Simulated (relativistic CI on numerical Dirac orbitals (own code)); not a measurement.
**Slater and spin-orbit integrals, Cu23+**

Calculated at this level of theory: Dirac-Coulomb-Breit CI, KLI orbitals optimised for each configuration, a model potential for QED, unscaled Slater integrals (own radial code, finite nucleus).

Slater integrals F^k, G^k are unscaled and averaged over j, outside the closed core 1s2; ζ comes from projecting the Hamiltonian with its Breit term on Σ l·s of the shell.

- 2s²2p²: F^2(2p,2p) = 504600, ζ(2p) = 125360 cm⁻¹; <r>(2p) = 0.1891, <r^2>(2p) = 0.04328 (bohr units).
- 2s2p³: F^2(2p,2p) = 503380, G^1(2s,2p) = 539430, ζ(2p) = 124260 cm⁻¹; <r>(2s) = 0.22, <r^2>(2s) = 0.05669, <r>(2p) = 0.1896, <r^2>(2p) = 0.04348 (bohr units).
- 2p⁴: F^2(2p,2p) = 501490, ζ(2p) = 123210 cm⁻¹; <r>(2p) = 0.1903, <r^2>(2p) = 0.0438 (bohr units).

Averages of the first 10 configurations, taken without configuration mixing, which lowers the lowest level and can move excited configurations by several eV; other configurations of the list can lie among them:

| Configuration | Parity | States | Average energy above the lowest level (eV) |
| --- | --- | --- | --- |
| 2s²2p² | even | 15 | 34.1 |
| 2s2p³ | odd | 40 | 138.8 |
| 2p⁴ | even | 15 | 265.1 |
| 2p³3s | odd | 40 | 1450.9 |
| 2p³3p | even | 120 | 1481.4 |
| 2p³3d | odd | 200 | 1512.7 |
| 2s²2p3s | odd | 12 | 1248.8 |
| 2s²2p3p | even | 36 | 1282.6 |
| 2s²2p3d | odd | 60 | 1314.1 |
| 2s2p²3s | even | 60 | 1338.9 |
